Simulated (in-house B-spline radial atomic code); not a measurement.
# RPA and G0W0 on CAM-B3LYP: In II (In+)

Configuration [Kr] 4d10 5s2, mean-field start CAM-B3LYP. Computed with an all-electron radial atomic-structure program (B-spline basis): all electrons, non-relativistic, point nucleus, each spin shell either full or empty, empty states to l = 9 with an (l + 1/2)⁻⁴ tail; G0W0 by contour deformation at full frequency.

Without relativity these are model numbers: it shifts the levels of so heavy an element strongly and can reorder them.

Command:
```bash
python run_gw.py task.json out
```
Settings (radii: box in bohr, nucleus in fm):
```
Z                        49
electrons                48
configuration            [Kr] 4d10 5s2
hamiltonian              nr
method                   camb3lyp
lmax                     9
spin_polarised           False
box_radius               23.78
intervals                55
ion_configuration        [Kr] 4d10 5s1
```

Cost of the run: 4.8 s on 1 thread of AMD EPYC 7R13 Processor, with other jobs on the host.

Energies (hartree):

| term | value |
| --- | --- |
| mean-field total | -5742.64781 |
| Hartree-Fock functional on these orbitals | -5739.95178 |
| direct second order | -4.1192 |
| second-order exchange | 1.1323 |
| SOSEX correction | 1.0489 |

Question: What is the RPA correlation energy, and what remains with SOSEX?

Answer: RPA gives -3.6027 hartree (-2.04 eV per electron); RPA + SOSEX gives -2.5538, and the second-order doubles -2.9869 hartree (no singles). SOSEX takes back 29 % of the RPA value.

Quasi-particle levels (eV):

| level | occupied | mean field | Σx - vxc | Σc | QP weight | G0W0 |
| --- | --- | --- | --- | --- | --- | --- |
| 5s | yes | -16.413 | -0.10 | ? | ? | ? |
| 5p | no | -6.846 | 2.07 | -1.05 | 0.955 | -5.831 |

G0W0 = mean field + (Σx - vxc) + Σc, with Σc (partial-wave tail included) taken at the quasi-particle energy. Only the outer levels were computed. Levels of low weight are left out.

Question: Where does G0W0 put 5s?

Answer: At -18.280 eV, with Σc = -1.77 eV and a quasi-particle weight of 0.947. The tabulated removal energy is 18.870 eV (NIST, measured); the calculation leaves out relativity, Breit and QED terms, and what these don't explain is the method's own error.

Question: What does it cost to remove one electron (to [Kr] 4d10 5s1) by differences of total energies, each species on its own start (correlation terms add to the Hartree-Fock functional)?

Answer: CAM-B3LYP 18.111 eV, Hartree-Fock functional 16.236 eV, + RPA 18.123 eV, + RPA + SOSEX 17.698 eV, + second order 18.723 eV. Tabulated: 18.870 eV (NIST, measured); the calculation leaves out relativity, Breit and QED terms, and what these don't explain is the method's own error.
